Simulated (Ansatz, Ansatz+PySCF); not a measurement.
| atom | x (Å) | y (Å) | z (Å) |
| --- | --- | --- | --- |
| C | 0.0000 | -0.0320 | -0.7008 |
| O | 0.0000 | -0.0709 | 0.8078 |
| H | 0.0000 | -1.1542 | -1.0918 |
| H | -0.9665 | 0.5030 | -1.1611 |
| H | 0.9665 | 0.5030 | -1.1611 |
| H | 0.0000 | 0.9072 | 1.1569 |

Basis set: def2-SVP (spherical functions). Left uncorrelated: 2 orbitals. Charge 0, multiplicity 1.

Computed with Ansatz (development build ahead of 0.2.0); each method stands on the lowest determinant of its kind that the runs found. Restricted open shells among the atoms or ions are ROHF, correlated in semicanonical orbitals with singles.

The atomization energy at this shape (free ground-state atoms in the same class of orbitals less the molecule, no zero-point energy) of singlet CH₄O:

```csv
method,atomization energy
RHF-MP2,20.48 eV
RHF,15.40 eV
UHF,15.15 eV
```

Q: What does RHF-CCSD(T) give?

A: 20.42 eV. Caution: the shape is not the minimum.
